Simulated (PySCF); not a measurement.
arsenic trifluoride (AsF₃), SMILES F[As](F)F.

The structure is a stationary point at ωB97X-D3(BJ)/def2-SVP.

The numbers are results of TDA-LC-ωPBE/def2-SVPD run with PySCF, not measurements.

Vertical excitations; the highest root listed may be one member of a degenerate set. Gas-phase values at a fixed geometry. State labels are in the subgroup Cs.

Task: List the lowest excited states. (Estimate from the structure and the level; the computed values follow.)

Result: 
| state | symmetry | energy (eV) | λ (nm) | f | main pairs |
|---|---|---|---|---|---|
| S1 | A" | 8.16 | 152 | 0.198 | HOMO→LUMO+1 (degenerate set) |
| S2 | A' | 8.16 | 152 | 0.198 | HOMO→LUMO (degenerate set) |
| S3 | A' | 9.56 | 130 | 0.230 | HOMO→LUMO+2 47 %, HOMO→LUMO+3 41 % |
| S4 | A" | 9.90 | 125 | 0.014 | HOMO−1→LUMO, HOMO−3→LUMO, HOMO−2→LUMO+1 (degenerate set) |
| S5 | A' | 9.90 | 125 | 0.014 | HOMO−1→LUMO+1, HOMO−2→LUMO, HOMO−3→LUMO+1 (degenerate set) |
| S6 | A" | 9.92 | 125 | 0.000 | HOMO−2→LUMO+1 48 %, HOMO−3→LUMO 48 % |
| S7 | A" | 10.00 | 124 | 0.028 | HOMO−1→LUMO, HOMO−3→LUMO, HOMO−2→LUMO+1 (degenerate set) |
| S8 | A' | 10.00 | 124 | 0.028 | HOMO−1→LUMO+1, HOMO−2→LUMO, HOMO−3→LUMO+1 (degenerate set) |
| S9 | A' | 10.13 | 122 | 0.076 | HOMO−3→LUMO+1 44 %, HOMO−2→LUMO 44 % |
| S10 | A" | 10.65 | 116 | 0.000 | HOMO−4→LUMO+1 43 %, HOMO−5→LUMO 43 %, HOMO−1→LUMO+3 10 % |
| T1 | A" | 6.01 | 206 | 0 | HOMO→LUMO+1 (degenerate set) |
| T2 | A' | 6.01 | 206 | 0 | HOMO→LUMO (degenerate set) |
| T3 | A' | 8.48 | 146 | 0 | HOMO→LUMO+3 55 %, HOMO→LUMO+2 31 %, HOMO→LUMO+6 9 % |
| T4 | A' | 9.35 | 133 | 0 | HOMO−1→LUMO+1 91 % |
Triplets are in the Tamm–Dancoff approximation.
